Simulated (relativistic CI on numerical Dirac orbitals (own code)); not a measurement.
# How well does a small relativistic CI reproduce Pb³⁺?

Calculated at this level of theory: Dirac-Coulomb-Breit CI, separate exchange-only KLI orbitals for each configuration, a model potential for QED, valence Slater integrals scaled by 0.85, P86 correlation energy added to each configuration (own radial code, finite nucleus).

Configuration list (outside the closed core [Xe] 4f14): 5d10.6s, 5d10.6p, 5d10.6d, 5d9.6s2, 5d10.6f, 5d10.7s, 5d9.6s.6p, 5d9.6s.5f, 5d10.7p, 5d10.5f, 5d9.6s.5g, 5d10.8s, 5d10.7d. Double excitations out of closed p, d and f shells are left out; levels of such configurations are missing from the list, as are those of other unlisted configurations, and high levels can miss mixing partners.

| Configuration | Term (tabulated) | J | Measured (cm⁻¹) | Computed | Error | Purity (%) |
| --- | --- | --- | --- | --- | --- | --- |
| 5d10.6s | 2S | 1/2 | 0.0 | 0 | 0 | 100 |
| 5d10.6p | 2P° | 1/2 | 76158.0 | 73721 | -2437 | 99 |
| 5d10.6p | 2P° | 3/2 | 97219.0 | 93721 | -3498 | 99 |
| 5d9.6s2 | 2D | 5/2 | 101252.0 | 110249 | 8997 | 100 |
| 5d9.6s2 | 2D | 3/2 | 122568.0 | 130705 | 8137 | 100 |
| 5d10.6d | 2D | 3/2 | 184558.8 | 178451 | -6107 | 100 |
| 5d10.7s | 2S | 1/2 | 185103.0 | 178286 | -6817 | 100 |
| 5d10.6d | 2D | 5/2 | 186816.8 | 180432 | -6385 | 100 |
| 5d10.8s | 2S | 1/2 | 249634.5 | 241998 | -7637 | 100 |
| 5d10.7d | 2D | 3/2 | 250401.6 | 242878 | -7524 | 100 |
| 5d10.7d | 2D | 5/2 | 251419.5 | 243769 | -7650 | 100 |

Measured levels from Moore, Atomic Energy Levels, vol. III, NSRDS-NBS 35 (1971 reprint of NBS Circular 467, 1958); pairs were made by configuration, J and term (by order where the table uses no LS term), so strongly mixed levels may be paired wrongly. The analysis dates from before 1960.

Mean error by configuration (cm⁻¹): 5d10.6p -2968; 5d9.6s2 8567; 5d10.6d -6246; 5d10.7s -6817; 5d10.8s -7637; 5d10.7d -7587. Over the excited levels the mean absolute error is 6519 cm⁻¹ (10 of the 10 excited levels that our extract of the source holds in range could be paired), and the median relative error of those above 1,000 cm⁻¹ is 3.4 %.
